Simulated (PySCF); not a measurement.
**Deuteron quadrupole couplings in `COCCP[SiH3]`**

Compound: C3H11OPSi.
Numbering: `[CH3:1][O:2][CH2:3][CH2:4][PH:5][SiH3:6]` (hydrogens: H7, H8, H9 on C1; H10, H11 on C3; H12, H13 on C4; H14 on P5; H15, H16, H17 on Si6)

Geometry (GFN2-xTB, Å), atoms numbered from 1 in this order:
```
atom  x, y, z in Å
C1    -1.3867    1.5675    0.8298
O2    -0.7045    0.6185    0.0538
C3    -1.1337   -0.7044    0.2688
C4    -0.1902   -1.6268   -0.4811
P5     1.5375   -1.4080    0.1952
Si6    1.9660    0.6666   -0.5321
H7    -1.2712    1.3621    1.9010
H8    -0.9505    2.5360    0.5953
H9    -2.4560    1.5785    0.5857
H10   -1.1109   -0.9395    1.3448
H11   -2.1698   -0.8273   -0.0866
H12   -0.2143   -1.3963   -1.5475
H13   -0.4974   -2.6648   -0.3348
H14    2.1564   -2.0572   -0.8686
H15    1.2352    1.0530   -1.7371
H16    3.3976    0.6549   -0.8739
H17    1.7854    1.5994    0.5767
```

Level: PBE0/pcSseg-1 (PySCF, non-relativistic); Q(2H) = 0.00286 b; rigid geometry, the same for H and D, with no vibrational averaging.

Question: Rank these positions by the coupling χzz of a deuteron there, largest first.
A. H14 (P–H hydrogen)
B. H9 (methyl hydrogen)
C. H13 (methylene hydrogen)
D. H11 (methylene hydrogen)
E. H17 (Si–H hydrogen)
F. H16 (Si–H hydrogen)

Answer: C (206 kHz), B (195 kHz), D (188 kHz), A (139 kHz), E (113 kHz), F (106 kHz).

Question: Give the electric field gradient Vzz (the principal value of largest size), its asymmetry and the 2H coupling at each hydrogen.

Answer: 
```json
{"atom": "H7", "bonded to": "C1", "bond length (Å)": "1.097", "Vzz (au)": "0.2891", "η": "0.08", "χzz (kHz)": "194"}
{"atom": "H8", "bonded to": "C1", "bond length (Å)": "1.088", "Vzz (au)": "0.3066", "η": "0.07", "χzz (kHz)": "206"}
{"atom": "H9", "bonded to": "C1", "bond length (Å)": "1.097", "Vzz (au)": "0.2903", "η": "0.08", "χzz (kHz)": "195"}
{"atom": "H10", "bonded to": "C3", "bond length (Å)": "1.102", "Vzz (au)": "0.2767", "η": "0.07", "χzz (kHz)": "186"}
{"atom": "H11", "bonded to": "C3", "bond length (Å)": "1.102", "Vzz (au)": "0.2800", "η": "0.07", "χzz (kHz)": "188"}
{"atom": "H12", "bonded to": "C4", "bond length (Å)": "1.091", "Vzz (au)": "0.3054", "η": "0.02", "χzz (kHz)": "205"}
{"atom": "H13", "bonded to": "C4", "bond length (Å)": "1.092", "Vzz (au)": "0.3061", "η": "0.02", "χzz (kHz)": "206"}
{"atom": "H14", "bonded to": "P5", "bond length (Å)": "1.391", "Vzz (au)": "0.2069", "η": "0.09", "χzz (kHz)": "139"}
{"atom": "H15", "bonded to": "Si6", "bond length (Å)": "1.461", "Vzz (au)": "0.1669", "η": "0.04", "χzz (kHz)": "112"}
{"atom": "H16", "bonded to": "Si6", "bond length (Å)": "1.472", "Vzz (au)": "0.1574", "η": "0.01", "χzz (kHz)": "106"}
{"atom": "H17", "bonded to": "Si6", "bond length (Å)": "1.460", "Vzz (au)": "0.1681", "η": "0.02", "χzz (kHz)": "113"}
```

Question: Average by the element that carries the hydrogen.

Answer: on C: 197 kHz over 7 positions, mean bond length 1.096 Å; on P: 139 kHz over 1 position, mean bond length 1.391 Å; on Si: 110 kHz over 3 positions, mean bond length 1.464 Å.

Question: How does χzz go with the bond length over the 7 C–H bonds?

Answer: A straight-line fit has a slope of -15.4 kHz for each 0.01 Å, with a correlation coefficient of -0.97, over lengths from 1.088 to 1.102 Å. The longer bonds have the smaller couplings here.

Question: Give the 2H NMR doublet splittings at H15 for a magnetic field along the z, y and x axes of the gradient: 3χ/2, 3χ(1 + η)/4, 3χ(1 − η)/4.

Answer: With |χ| = 112.2 kHz and η = 0.039: 168, 87 and 81 kHz, to first order and without motion.

Geometry: GFN2-xTB, one conformer, isolated molecule. GFN2-xTB bond lengths can be off by several hundredths of an ångström, more for odd bonds, and the gradients follow them. These gradients aren't converged with respect to the basis.
